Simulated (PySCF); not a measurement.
# What the settings do

Molecule: SMILES COC(OCOC)=O, C₄H₈O₄; geometry GFN2-xTB.

Cartesian coordinates in Å; atom numbers follow the order of the lines, from 1:
```xyz
16

C    -2.620    1.095    1.002
O    -2.310   -0.289    1.019
C    -1.376   -0.663    0.095
O    -0.101   -0.093    0.430
C     0.913   -0.451   -0.355
O     0.834   -1.181   -1.301
O     2.023    0.139    0.081
C     3.201   -0.148   -0.665
H    -1.745    1.695    1.264
H    -2.984    1.396    0.014
H    -3.402    1.237    1.744
H    -1.301   -1.756    0.121
H    -1.634   -0.335   -0.928
H     3.380   -1.224   -0.697
H     3.103    0.224   -1.687
H     4.010    0.361   -0.148
```

All runs: PySCF, non-relativistic, gas phase unless a solvent (IEF-PCM) is named; grid level 2, GIAOs and SCF threshold 1e-9 unless changed. The yardstick, PBE0/pcSseg-1, gives these isotropic shieldings σ (ppm, equivalent atoms averaged): C5 26.0, C1 127.6, O6 23.2, O4 151.7, O7 191.7, O2 288.3, H12/H13 26.29.

(1) What do these inputs give? (1) B97-D/STO-3G; grid level 1; aux def2-qzvpp-jkfit; (2) solvent water; PBE0/IGLO-II; conv 1e-06; (3) r2SCAN/pcSseg-1; common gauge at [2, 0, 0]; max_cycle 81

(2) Comment on the technical settings and failures.

Results:

(1) 
```tsv
run	outcome	functions	wall time	C5	C1	O6	O4	O7	O2	H12/H13
1	converged	48	6.1 s	131.1	180.3	67.5	253.9	270.4	346.3	29.26
2	converged	224	35 s	30.0	130.1	43.6	155.2	191.8	290.6	26.59
3	converged	176	33 s	109.0	127.0	77.0	211.0	244.0	271.4	32.70
```

Times are on 1 thread of an Arm Neoverse V1, shared host.

(2) 
- Run 1: The functional and orbital basis differ from the yardstick's, which in itself moves the values. Grid level 1 is coarse; it adds numerical noise and can break the equality of equivalent atoms. With 48 functions the basis is far too small for magnetic properties. The other auxiliary basis adds little: it changes only the density-fitting error.
- Run 2: The orbital basis and medium differ from the yardstick's, which in itself moves the values. A loose SCF threshold (1e-06) leaves errors in the orbitals that response properties inherit.
- Run 3: The functional differs from the yardstick's, which in itself moves the values. A common gauge origin replaces GIAOs; in a finite basis the shieldings then depend on that origin, the more so the further away the nucleus and the smaller the basis. The cycle limit changes the path of the SCF (12 cycles), not the solution, provided the same state is reached.

Runs 1, 3 were set up unsoundly or failed; their numbers aren't to be quoted as properties of the molecule.
